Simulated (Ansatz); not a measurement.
Basis-set extrapolation for ClH$_{4}$N$_{2}$Si, SMILES `N[Si](N)Cl` radical (PBE0-D4/def2-TZVP geometry, frozen core, Ansatz). Multiplicity 2, UHF reference.

```csv
,def2-TZVPP,def2-QZVPP
HF,-859.822781,-859.850836
MP2 correlation,-0.714601,-0.774290
CCSD(T) correlation,-0.781049,not run
```

Energies in hartree. Use E(X) = E(∞) + A·exp(−7.88·√X) for Hartree–Fock and E(X) = E(∞) + B·X^(−2.97) for correlation, with X = 3 and 4, and add CCSD(T) minus MP2 of the smaller set to the MP2 limit.

Q: What is the CCSD(T) energy at the basis-set limit?

A: HF limit: -859.850836 + (-0.028055) × 0.13774 = -859.85470. MP2 limit: -0.774290 + (-0.059689) × 0.74074 = -0.81850. Higher-order term: -0.781049 − (-0.714601) = -0.06645. Total: -860.73965 hartree, 3.70 eV below CCSD(T)/def2-TZVPP.
